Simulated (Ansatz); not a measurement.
C$_{2}$H$_{4}$BrClSi (`Cl[Si]1(Br)CC1`), relaxed with RKS PBE-D4/def2-SVP in Ansatz 0.2.0 from a rough embedded geometry. The force threshold is 0.03 eV/Å; the program also tests the step.

The species carries charge 0 and has multiplicity 1.

Start:

```xyz
9

Cl    1.444   -0.058   -2.247
Si   -0.132   -0.375   -0.989
Br   -0.906   -2.376   -0.948
C     0.497   -0.090    0.801
C    -0.603    0.826    0.262
H     0.257   -0.804    1.512
H     1.485    0.359    0.822
H    -0.394    1.828    0.069
H    -1.648    0.689    0.718
```

**Question.** How much energy does the relaxation release, and in how many steps? (Estimate.)

**Answer.** Computed: 18.18 kcal/mol, in 6 steps.

**Question.** Which bonds change most? (Estimate.)

**Answer.** Computed: Si2–Br3 from 2.145 to 2.221 Å; Si2–C4 from 1.918 to 1.845 Å; C4–H6 from 1.036 to 1.104 Å; C5–H8 from 1.042 to 1.104 Å.

**Question.** Give the relaxed structure. (Estimate.)

**Answer.** Computed: 
```xyz
9

Cl    1.290   -0.045   -2.444
Si    0.068   -0.542   -0.851
Br   -1.074   -2.408   -1.232
C     0.556   -0.063    0.864
C    -0.622    0.788    0.227
H     0.284   -0.709    1.717
H     1.508    0.472    1.028
H    -0.394    1.845    0.003
H    -1.617    0.661    0.688
```
